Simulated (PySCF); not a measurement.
## Si2PH7O5

The system: Si2PH7O5, a molecule drawn as a unit of a network glass or zeolite (built as: Si Si P, H ends, O bridges); neutral, singlet. The structure, one conformer, was relaxed in the gas phase by PBE0-D3(BJ)/def2-SVP. No frequency run checks that it is a minimum.

SMILES: O=P(O)(O)O[SiH2]O[SiH3]

```csv
atom,x (Å),y (Å),z (Å)
O1,-1.734,-0.599,1.144
P2,-1.409,0.680,0.494
O3,-1.505,0.597,-1.111
O4,-2.318,1.942,0.903
O5,0.052,1.278,0.742
Si6,1.471,0.402,1.043
O7,1.759,-0.605,-0.215
Si8,1.169,-1.723,-1.307
H9,-1.267,1.426,-1.546
H10,-3.124,1.635,1.340
H11,1.307,-0.348,2.311
H12,2.533,1.431,1.110
H13,-0.102,-2.311,-0.804
H14,0.950,-1.048,-2.618
H15,2.205,-2.782,-1.471
```

Shieldings: GIAO PBE0/pcSseg-1. Shifts are against computed references at the same level: H TMS (σ 31.27 ppm), Si TMS (σ 352.0 ppm). Core levels by delta-SCF with SCAN, pcX-2 on the ionised atom and pcseg-1 elsewhere, spin-free X2C (2p3/2 is the spin-free 2p value less a third of a first-order spin-orbit splitting); from the vacuum level, for chosen atoms.

Q: Give the shieldings and core levels atom by atom.

A: 
| atoms | bonded to | σ (ppm) | δ (ppm) | core level (eV) |
| --- | --- | --- | --- | --- |
| O1 | 1 P | 183.6 | - | 1s 537.24 |
| P2 | 4 O | 320.7 | - | 2p3/2 140.38 |
| O3 | 1 P + 1 H | 215.2 | - | 1s 539.87 |
| O4 | 1 P + 1 H | 221.4 | - | - |
| O5 | 1 P + 1 Si | 186.8 | - | - |
| Si6 | 2 O + 2 H | 386.0 | -34.0 | - |
| O7 | 2 Si | 293.5 | - | 1s 538.18 |
| Si8 | 1 O + 3 H | 384.2 | -32.2 | 2p3/2 107.63 |
| H9 | 1 O | 28.08 | 3.19 | - |
| H10 | 1 O | 27.89 | 3.38 | - |
| H11 | 1 Si | 26.10 | 5.17 | - |
| H12 | 1 Si | 26.52 | 4.74 | - |
| H13 H14 H15 | 1 Si | 26.11 | 5.16 | - |

Values are those of this one static structure, with the three H of a rotating XH3 group averaged; atoms that internal rotation interchanges would show their mean in an NMR spectrum.

Q: Which of O1, O3, O7 holds its core electrons tightest, and by how much against the loosest?

A: O3 (bonded to 1 P + 1 H), by 2.62 eV over O1 (bonded to 1 P).

Q: By CAM-B3LYP/def2-SVPD (TDDFT singlets, Tamm-Dancoff triplets, ionisation by delta-SCF), where does absorption start, and what does vertical ionisation take?

A: The lowest singlet lies at 7.58 eV (f 0.001), the strongest of the first 6 at 8.40 eV (f 0.031), the lowest triplet at 7.19 eV; vertical ionisation takes 10.99 eV.
